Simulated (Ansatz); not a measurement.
Gas-phase electronic energies from Ansatz, PBE0-D4/def2-TZVP geometries. CCSD(T)/CBS adds triple-zeta CCSD(T) − MP2 to the extrapolated MP2 energy (def2 sets, frozen cores). One conformer a species, not always the lowest.

Consider the ligand exchange at the Si–N bond: `O[Si@H](F)N[Si@H](O)Cl` + `N[SiH2]F` → `O[SiH](F)N[SiH2]F` + `N[SiH](O)Cl`.

`O[Si@H](F)N[Si@H](O)Cl`:

Cartesian coordinates in Å:
```
O -1.468 0.216 -1.142
Si -0.881 1.186 0.049
F -0.269 2.471 -0.672
N 0.264 0.270 0.902
Si 1.275 -1.023 0.370
O 0.874 -1.416 -1.151
Cl 1.012 -2.579 1.691
H -1.862 0.644 -1.904
H -1.922 1.696 0.960
H 0.298 0.458 1.895
H 2.713 -0.714 0.410
H -0.034 -1.210 -1.407
```

`N[SiH2]F`:

Cartesian coordinates in Å:
```
N 0.454 -0.647 0.687
Si -0.300 0.475 -0.335
F -0.382 0.030 -1.874
H -0.018 -1.476 1.008
H 1.455 -0.750 0.720
H 0.492 1.725 -0.318
H -1.701 0.643 0.111
```

`O[SiH](F)N[SiH2]F`:

Cartesian coordinates in Å:
```
O 1.915 -1.609 -0.424
Si 0.750 -0.994 0.535
F 1.431 -0.969 1.968
N 0.269 0.577 0.056
Si -1.314 1.173 -0.207
F -1.728 1.070 -1.750
H 1.764 -1.607 -1.370
H -0.465 -1.828 0.611
H 1.020 1.236 -0.109
H -1.370 2.609 0.140
H -2.271 0.341 0.551
```

`N[SiH](O)Cl`:

Z-matrix (Å, degrees):
```
Si
O 1 1.631
Cl 1 2.058 2 112.6
N 1 1.700 2 111.2 3 116.8
H 1 1.474 2 103.8 3 -116.0
H 2 0.960 1 116.7 3 -67.6
H 4 1.006 1 120.7 2 -147.4
H 4 1.007 1 121.4 2 60.6
```

| species | CCSD/CBS(def2) energy (Eh) |
| --- | --- |
| `O[Si@H](F)N[Si@H](O)Cl` | -1346.04807 |
| `N[SiH2]F` | -446.05813 |
| `O[SiH](F)N[SiH2]F` | -910.84830 |
| `N[SiH](O)Cl` | -881.25477 |

Question: Work out ΔE.

Answer: ΔE = (-910.84830) + (-881.25477) − (-1346.04807) − (-446.05813) = 0.00313 Eh = +8.2 kJ/mol. CCSD(T)/CBS gives +9.5 kJ/mol.

Largest T1 diagnostic among the species: 0.012.

The D4 term adds +4.8 kJ/mol with B3LYP and +2.8 kJ/mol with PBE0; it sums over pairs of atoms, weighted by their polarisabilities, and B3LYP, whose exchange is more repulsive, gets the larger term. In def2-TZVPP, CCSD(T) changes the Hartree–Fock value by +6.0 kJ/mol (the triples alone add +1.2 kJ/mol) and MP2 by +6.2 kJ/mol.

B3LYP here is the variant with VWN-RPA as its local correlation; programs differ in this.
